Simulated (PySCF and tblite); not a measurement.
Values are calculated unless marked as measured or tabulated.
C₈H₈O, numbered as in [CH:1]#[C:2][C:3]#[C:4]/[C:5]([CH3:6])=[CH:7]\[O:8][CH3:9].

Geometries GFN2-xTB; weights from PBE0-D3(BJ)/pcSseg-1 energies and GFN2-xTB thermal corrections, with symmetry numbers and mirror pairs. Conformers within 3 kcal/mol (GFN2-xTB free energy) were kept, 10 at most. GIAO shieldings: PBE0/pcSseg-1. Shifts are against TMS (¹H), TMS (¹³C) at the same level. Codes: tblite and PySCF.

Problem. What shifts does this protocol give at 298.15 K under fast conformational exchange?

Solution. ¹H: 6.59 (H7, 1H), 4.02 (H9, 3H), 1.94 (H1, 1H), 1.81 (H6, 3H) ppm. ¹³C: 165.6 (C7), 97.2 (C5), 89.1 (C3), 80.3 (C1), 76.5 (C4), 74.2 (C2), 60.0 (C9), 21.4 (C6) ppm.

Problem. How do the conformers differ?

Solution. Torsions listed: C5–C7–O8–C9.
```tsv
conformer	shape	weight %
1	178°	68.6
2	0°	31.4
```

| signal | 1 | 2 | average |
| --- | --- | --- | --- |
| H1 | 1.95 | 1.91 | 1.94 |
| H6 | 1.79 | 1.86 | 1.81 |
| H7 | 6.57 | 6.64 | 6.59 |
| H9 | 3.85 | 4.38 | 4.02 |
| C1 | 80.5 | 79.8 | 80.3 |
| C2 | 74.2 | 74.1 | 74.2 |
| C3 | 90.2 | 86.6 | 89.1 |
| C4 | 75.7 | 78.3 | 76.5 |
| C5 | 99.1 | 92.9 | 97.2 |
| C6 | 20.6 | 23.2 | 21.4 |
| C7 | 166.4 | 164.0 | 165.6 |
| C9 | 60.1 | 59.6 | 60.0 |

Shifts are unscaled: against experiment ¹³C can be off by 15 ppm or more and ¹H by 0.8 ppm.
